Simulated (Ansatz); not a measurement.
This geometry of AlBFH3S (7 atoms, charge 0, multiplicity 1) is a first-order saddle point.

The calculation used Ansatz, RKS CAM-B3LYP-D4/def2-SVP.

```xyz
7
Properties=species:S:1:pos:R:3
B -0.497 1.324 0.563
Al -0.278 -0.678 -0.026
F -0.982 -1.884 0.880
S 0.862 -1.293 -1.803
H 0.307 1.877 1.275
H -1.411 2.014 0.183
H 1.998 -1.362 -1.073
```

Which two structures does it join? (They come from a converged band through this point; their orientation in space is the band's.)

No bond is made or broken. The dihedral F3–Al2–S4–H7 goes from 0 to 180°.

Image 0:

```xyz
7
Properties=species:S:1:pos:R:3
B -0.865 1.331 0.519
Al 0.091 -0.487 0.053
F -0.272 -1.882 0.891
S 1.591 -0.711 -1.509
H -0.432 2.092 1.350
H -1.879 1.686 -0.031
H 1.766 -2.029 -1.273
```

Image 8:

```xyz
7
Properties=species:S:1:pos:R:3
B -0.746 1.124 0.454
Al 0.020 -0.827 0.236
F -0.531 -2.057 1.212
S 1.535 -1.457 -1.196
H -0.252 1.929 1.205
H -1.701 1.516 -0.172
H 1.675 -0.228 -1.738
```

How far does it lie above each of them?

18.4 kJ/mol above the first and 16.2 kJ/mol above the second. This is the barrier of this one path; another mechanism may lie lower.

Run time: 120 s on 2 threads of Arm Neoverse V2, on a shared host, peak memory 0.17 GiB.
